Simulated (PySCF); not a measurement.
**Working out the excitation energy of Cl²⁺**

Cl²⁺ [Ne] 3s2 3p3 (4S) → Cl²⁺ [Ne] 3s1 3p4 (4P). All numbers are calculated (PySCF 2.14, no relativity, point nucleus, in aug-cc-pwCVDZ (6s5p3d, 36 functions)). Frozen: 1s2. Energies in hartree (1 hartree = 27.21139 eV):

```
            part  Cl²⁺ (lower)  Cl²⁺ (upper)
             UHF   -458.210800   -457.736964
CCSD correlation     -0.242036     -0.262513
             (T)     -0.002251     -0.005690
```

Problem. What does Hartree-Fock give?

Solution. (-457.736964) − (-458.210800) = 0.473836 hartree = 12.894 eV.

Problem. What do CCSD and CCSD(T) give?

Solution. The CCSD correlation energies differ by -0.020477 hartree = -0.557 eV and the triples by -0.003439 hartree = -0.094 eV, so CCSD gives 12.337 eV and CCSD(T) 12.243 eV.

A double-zeta basis recovers only part of the correlation energy.

The coupled-cluster amplitudes are large, so a single reference is strained.
